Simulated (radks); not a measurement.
Problem. Radial electron density D(r) = 4 pi r^2 rho(r) of an atom or ion with 5 electrons. Method: scalar-relativistic Kohn-Sham, RPBE, spin-polarised, spherical densities, point nucleus; computed with a radial shooting solver on a logarithmic mesh with Libxc functionals.

r (bohr),D(r) (e/bohr),spin D(r)
0.01363,0.8529,-0.00000507
0.01501,1.008,0.00000126
0.01652,1.188,0.0000120
0.01833,1.415,0.0000313
0.02018,1.657,0.0000596
0.02239,1.960,0.000107
0.02465,2.279,0.000175
0.02713,2.640,0.000275
0.0301,3.079,0.000436
0.03314,3.531,0.000655
0.03677,4.071,0.00100
0.04047,4.613,0.00147
0.04455,5.193,0.00213
0.04943,5.854,0.00316
0.05441,6.485,0.00450
0.06038,7.172,0.00656
0.06646,7.790,0.00923
0.07316,8.371,0.0129
0.08118,8.928,0.0184
0.08936,9.347,0.0253
0.09915,9.663,0.0354
0.1091,9.801,0.0480
0.1201,9.770,0.0644
0.1333,9.529,0.0879
0.1467,9.114,0.116
0.1615,8.524,0.151
0.1792,7.720,0.199
0.1973,6.871,0.254
0.2189,5.899,0.326
0.241,5.021,0.405
0.2652,4.229,0.495
0.2943,3.531,0.604
0.324,3.080,0.715
0.3595,2.825,0.841
0.3957,2.797,0.959
0.4356,2.935,1.07
0.4833,3.205,1.17
0.532,3.489,1.23
0.5903,3.744,1.26
0.6498,3.860,1.24
0.7153,3.816,1.17
0.7936,3.570,1.06
0.8736,3.179,0.916
0.9694,2.631,0.742
1.067,2.074,0.577
1.175,1.534,0.423
1.303,1.025,0.281
1.435,0.6564,0.180
1.592,0.3717,0.103
1.752,0.2011,0.0569
1.929,0.09873,0.0288
2.14,0.04045,0.0123
2.356,0.01571,0.00497
2.614,0.004885,0.00163
2.877,0.001439,0.000509

What is the nuclear charge?

Solution. Z = 9. The innermost maximum, from 1s, lies near gamma/Z bohr with gamma = sqrt(1 - (Z/c)^2) = 0.998, here 0.111 bohr (found: 0.113), and its height grows with Z. The density is that of the fluorine ion F4+ in [He] 2s2 2p1; the configuration itself is not fixed sharply by these data. D(r) has 2 maxima, at r = 0.113, 0.666 bohr, and minima at 0.383 bohr, inside which lie 2.15 electrons.
